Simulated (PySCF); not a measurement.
# CH9NOSi2: core ionisation energies

CH9NOSi2.
Bonds: C1–N2, N2–Si3, Si3–O4, O4–Si5. Hydrogens: H6, H7, H8 on C1; H9 on N2; H10, H11 on Si3; H12, H13, H14 on Si5.

The calculation used PySCF, delta-SCF UKS SCAN, pcX-2 on the ionised atom, pcseg-1 elsewhere, spin-free X2C. Vertical ΔSCF values, vacuum level as zero.

What binding energy does each computed site have?

```tsv
atom(s)	bonded to	level	binding energy (eV)	2p1/2 (eV)	above the level's lowest (eV)	count
C1	N and 3 H	C 1s	291.79	–	0.00	1
N2	C, H and Si	N 1s	404.59	–	0.00	1
Si3	O, N and 2 H	Si 2p3/2	107.29	107.91	0.00	1
Si3	O, N and 2 H	Si 1s	1847.32	–	0.00	1
O4	2 Si	O 1s	537.54	–	0.00	1
Si5	O and 3 H	Si 2p3/2	107.40	108.02	+0.11	1
Si5	O and 3 H	Si 1s	1847.32	–	0.00	1
```

The 2 Si 1s values lie within 0.01 eV of each other; Gaussian lines of 0.5 eV full width would blend them into one maximum.

The 2 Si 2p3/2 values lie within 0.11 eV of each other.

Which effective nuclear charge Zeff reproduces each element's mean 1s value in the hydrogen-like formula E = 13.606 eV × Zeff²?

C (Z = 6): mean 291.8 eV, Zeff = 4.63, Z − Zeff = 1.37; N (Z = 7): mean 404.6 eV, Zeff = 5.45, Z − Zeff = 1.55; O (Z = 8): mean 537.5 eV, Zeff = 6.29, Z − Zeff = 1.71; Si (Z = 14): mean 1847.3 eV, Zeff = 11.65, Z − Zeff = 2.35. Means run over the listed sites, weighted by atom count.

For 2p shells one spin-free hole was relaxed; a mean-field spin–orbit operator and the ground-state splitting of the three 2p orbitals were then diagonalised within the shell. The shell's mean is (2 × 2p3/2 + 2p1/2)/3, and the degeneracies 2j + 1 give areas of 2:1. 2p1/2 minus 2p3/2 (ligand field included): Si 0.62 eV. Geometry: PBE0-D3(BJ)/def2-SVP, one conformer, isolated molecule.

On one thread, Arm Neoverse V1 (aarch64), shared host, this took 43 s and 0.63 GiB of memory at its peak.

Conformer computed: `[CH3:1][NH:2][SiH2:3][O:4][SiH3:5]`: C1–N2–Si3–O4 -80°, N2–Si3–O4–Si5 47°.
